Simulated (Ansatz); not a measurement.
```yaml
crystal:
  periodic: [false, false, false]
  atoms:
    - {symbol: N, position_ang: [-1.560813, 0.388487, 0.383502]}
    - {symbol: V, position_ang: [-0.104096, 0.018374, -0.187000]}
    - {symbol: N, position_ang: [0.285568, -1.641965, 0.498736]}
    - {symbol: N, position_ang: [1.017766, 1.333958, 0.437023]}
    - {symbol: O, position_ang: [-0.010684, -0.041594, -1.966243]}
    - {symbol: H, position_ang: [-2.513327, 0.626839, 0.621265]}
    - {symbol: H, position_ang: [-0.256576, -2.146977, 1.179551]}
    - {symbol: h, position_ang: [1.159221, -2.109878, 0.299903]}
    - {symbol: H, position_ang: [0.778270, 2.059166, 1.092143]}
    - {symbol: H, position_ang: [2.007101, 1.333982, 0.229717]}
    - {symbol: H, position_ang: [-0.737132, 0.122708, -2.567997]}
basis:
  gaussian: {orbitals: def2-SVP}
hamiltonian: {xc: {name: CAM-B3LYP}}
output: {forces: true}
```

```sh
$ ansatz run in.yaml --threads 4 --pin off --events-out ev --progress --plain --max-ram 10444MiB
```

Shortened log:

```
Error: YAML parse error: error: line 11 column 16: `h` is not an element symbol (H … Og, case-exact)
 9 |     - {symbol: H, position_ang: [-2.513327, 0.626839, 0.621265]}
10 |     - {symbol: H, position_ang: [-0.256576, -2.146977, 1.179551]}
11 |     - {symbol: h, position_ang: [1.159221, -2.109878, 0.299903]}
12 |     - {symbol: H, position_ang: [0.778270, 2.059166, 1.092143]}
13 |     - {symbol: H, position_ang: [2.007101, 1.333982, 0.229717]}
```

Task: What is wrong with this run?

Result: An element symbol is wrong. The program refused the input.
